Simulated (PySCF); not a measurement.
A calculated (UHF, PySCF 2.14, dyall-av3z, scalar relativity by spin-free X2C-1e) atom or ion has these occupied shells.

```tsv
shell	electrons	orbital energy (eV)	rms radius, mean of both spins (bohr)
1s α	1	-2193.5	0.120
1s β	1	-2193.0	0.120
2s α	1	-216.58	0.560
2s β	1	-216.10	0.560
2p α	3	-158.29	0.539
2p β	3	-157.39	0.539
3s α	1	-31.054	1.98
3s β	1	-25.512	1.98
3p α	2	-19.718	2.30
```

Problem. Name the element and its charge.

Solution. P⁺ (phosphorus, charge +1), in [Ne] 3s2 3p2, high-spin 3P determinant.
